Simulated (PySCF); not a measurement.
Computed shifts of a molecule CH₆O₃Si, PBE/pcSseg-1 in PySCF, GIAO, gas phase, equivalent atoms averaged, in ppm (number of nuclei): ¹³C: -2.2 (1). ²⁹Si: -19.3 (1). ¹H: 1.90 (3), 0.44 (3). References: ¹³C against TMS (σ = 182.0 ppm); ²⁹Si against TMS (σ = 335.4 ppm); ¹⁷O against H2O (σ = 334.3 ppm); ¹H against TMS (σ = 31.49 ppm), references at their B3LYP-D3(BJ)/def2-TZVP geometries, non-relativistic. Coordinates come from a B3LYP-D3(BJ)/def2-SVP optimisation. The geometry has at least one imaginary mode, so it is a saddle point at that level. One conformer was computed; it need not be the lowest.

### Question
Which molecule gave these data?
A) CO[SiH](O)O
B) C[Si](O)(O)O
C) OC[SiH](O)O

### Answer
B, C[Si](O)(O)O
